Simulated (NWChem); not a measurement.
Molecule: C2H4BNO2; SMILES COBN=C=O

```xyz
10

B     -0.5405    -0.5532     0.0001
H     -1.7218    -0.8243    -0.0014
N     -0.1150     0.8045     0.0014
C      0.0200     1.9919     0.0002
O      0.1788     3.1489    -0.0009
O      0.3963    -1.5147     0.0007
C      0.0804    -2.8829    -0.0009
H      0.5272    -3.3587    -0.8871
H      0.5073    -3.3569     0.8962
H     -1.0086    -3.0537    -0.0127
```
Atoms are numbered in this order, from 1.

Geometry: optimised at PBE0/def2-SVP.

Problem. List the 6 lowest vertical singlet excitations from B3LYP/6-31+G* (spherical d), full TDDFT (NWChem).

Solution. 
```tsv
state	energy (eV)	oscillator strength	leading excitation (squared amplitude)
S1	5.88	0.002	HOMO → LUMO (0.98)
S2	6.73	0.206	HOMO−1 → LUMO (0.82)
S3	7.08	0.002	HOMO−2 → LUMO (0.98)
S4	7.28	0.026	HOMO → LUMO+1 (0.53)
S5	7.41	0.004	HOMO−1 → LUMO+1 (0.76)
S6	7.69	0.051	HOMO → LUMO+2 (0.55)
```
